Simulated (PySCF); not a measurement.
C₂H₈GeO, SMILES C[O][GeH2][CH3]. Heavy atoms are numbered as in [GeH2:1]([CH3:2])[O:3][CH3:4]. Hydrogens are named by the atom that carries them.

The structure is a stationary point at PBE-D3(BJ)/def2-SVP. The structure was generated by enumeration, and PubChem lists no compound with its InChIKey, so it may never have been made. One conformer was computed; it need not be the lowest.

All values below come from PBE/pcSseg-1 (PySCF).

GIAO shieldings, no solvent; atoms alike by connectivity are averaged. δ = σ(ref) − σ: ⁷³Ge against GeH4 (σ = 1614.4 ppm); ¹³C against TMS (σ = 182.0 ppm); ¹⁷O against H2O (σ = 334.3 ppm); ¹H against TMS (σ = 31.49 ppm), references at their B3LYP-D3(BJ)/def2-TZVP geometries, non-relativistic.

Computed chemical shifts:
```csv
nucleus,atoms,count,δ (ppm)
⁷³Ge,Ge1 (GeH2),1,362.3
¹³C,C4 (CH3),1,63.7
¹³C,C2 (CH3),1,2.1
¹⁷O,O3,1,28.3
¹H,H on Ge1,2,5.65
¹H,H on C4,3,4.26
¹H,H on C2,3,1.04
```
